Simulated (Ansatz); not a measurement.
Computed with Ansatz on PBE0-D4/def2-TZVP structures; ΔE is electronic, products minus reactants. CCSD(T)/CBS adds triple-zeta CCSD(T) − MP2 to the extrapolated MP2 energy (def2 sets, frozen cores). Functionals use def2-TZVPP. For Ge outer-core shells are correlated without core-valence functions, which leaves a few kJ/mol of doubt a bond. Scalar relativity is left out up to krypton. Each species was taken in one conformer, which may not be the lowest.

Consider the cleavage of the B–Ge bond: `[BH2][GeH2][Cl]` + `OC(O)O` → `BOC(O)O` + `[Cl][GeH3]`.

`[BH2][GeH2][Cl]`:

```xyz
7

B    -1.185    0.125    0.484
Ge    0.661   -0.197   -0.355
Cl    2.053    1.369    0.203
H    -2.061   -0.657    0.263
H    -1.398    1.067    1.181
H     1.305   -1.514    0.116
H     0.624   -0.192   -1.893
```

`OC(O)O`:

Z-matrix (Å, degrees):
```
C
O 1 1.384
O 1 1.401 2 106.2
O 1 1.375 2 109.5 3 -122.4
H 1 1.099 2 112.0 3 120.8
H 2 0.962 1 107.5 3 -30.2
H 3 0.962 1 108.1 2 178.5
H 4 0.965 1 106.9 2 49.0
```

`BOC(O)O`:

Z-matrix (Å, degrees):
```
C
O 1 1.423
O 1 1.382 2 107.5
O 1 1.361 2 111.2 3 119.3
H 1 1.096 2 108.7 3 -122.8
B 2 1.347 1 121.0 3 141.4
H 3 0.962 1 108.6 2 -38.5
H 4 0.965 1 107.5 2 -72.9
H 6 1.195 2 116.9 1 177.2
H 6 1.201 2 120.1 1 -3.8
```

`[Cl][GeH3]`:

Z-matrix (Å, degrees):
```
Ge
Cl 1 2.155
H 1 1.532 2 107.1
H 1 1.532 2 107.1 3 -120.0
H 1 1.532 2 107.1 3 120.0
```

(1) Is it downhill or uphill in electronic energy at CCSD(T)/CBS, and by how much? (An estimate is asked.)

(2) What do these levels give: r2SCAN-D4, ωB97M-V, B2PLYP, PBE0, HF/def2-TZVPP, MP2/def2-TZVPP, SCS-MP2/def2-TZVPP, CCSD/def2-TZVPP, CCSD(T)/def2-TZVPP, SCS-MP2/def2-QZVPP, MP2/CBS(def2), CCSD/CBS(def2)? (Estimate.)

Largest T1 diagnostic among the species: 0.013.

Results:

(1) The calculation gave: Downhill: ΔE = -144.9 kJ/mol.

(2) Ansatz gave: r2SCAN-D4 -149.8, ωB97M-V -151.6, B2PLYP -153.4, PBE0 -144.0, HF/def2-TZVPP -152.2, MP2/def2-TZVPP -151.3, SCS-MP2/def2-TZVPP -151.5, CCSD/def2-TZVPP -146.5, CCSD(T)/def2-TZVPP -148.2, SCS-MP2/def2-QZVPP -150.8, MP2/CBS(def2) -148.0, CCSD/CBS(def2) -143.3 kJ/mol.
